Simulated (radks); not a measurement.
The numbers below are computed, except where a source is named.
Excited configurations of Xe2+: one electron is placed in a higher orbital outside [Kr] 4d10 5s2 5p3. The ground configuration is [Kr] 4d10 5s2 5p4. Level of theory: Dirac Kohn-Sham, PBE, spin-unpolarised, spherical densities, finite nucleus; open shells are shared between the two j in proportion to 2j + 1; Fermi nuclear charge, rms radius 4.7859 fm (a radial shooting solver on a logarithmic mesh with Libxc functionals). Excitation = E - E(ground); binding = E(ion) - E, where the ion is the core of charge +3; n* = 3/sqrt(2 binding) in atomic units, and the quantum defect is n - n*. Eigenvalue and <r> are those of j = l + 1/2.

| outer orbital | excitation (eV) | binding (eV) | n* | quantum defect | eigenvalue (eV) | <r> (bohr) |
|---|---|---|---|---|---|---|
| 5d | 15.287 | 16.476 | 2.726 | 2.274 | -12.807 | 3.029 |
| 5f | 24.659 | 7.104 | 4.152 | 0.848 | -5.694 | 6.637 |
| 6s | 15.969 | 15.794 | 2.784 | 3.216 | -13.273 | 4.052 |
| 6d | 23.205 | 8.558 | 3.783 | 2.217 | -7.141 | 6.488 |
| 6f | 26.939 | 4.824 | 5.038 | 0.962 | -3.997 | 10.95 |
| 7p | 24.420 | 7.343 | 4.084 | 2.916 | -6.226 | 8.383 |
| 7f | 28.305 | 3.458 | 5.951 | 1.049 | -2.938 | 16.23 |

Estimate the row for 7d.

Answer. excitation (eV) 26.330; binding (eV) 5.433; n* 4.748; quantum defect 2.252; eigenvalue (eV) -4.609; <r> (bohr) 10.71. The Delta-SCF ionisation energy is 31.763 eV (NIST Atomic Spectra Database: 31.05 eV, semi-empirical). Self-interaction in the functional shifts the binding energies and quantum defects, so they are the method's values and not measured ones. Spin polarisation and multiplet splitting are left out, so open shells lie too high by an amount that depends on their filling. Sharing an open shell by 2j + 1 raises it above the true ground level by a part of the spin-orbit splitting, which enters the differences from NIST.

Beside tabulated values, note that spin-unpolarised runs miss the spin-polarisation part of the exchange energy of open shells.
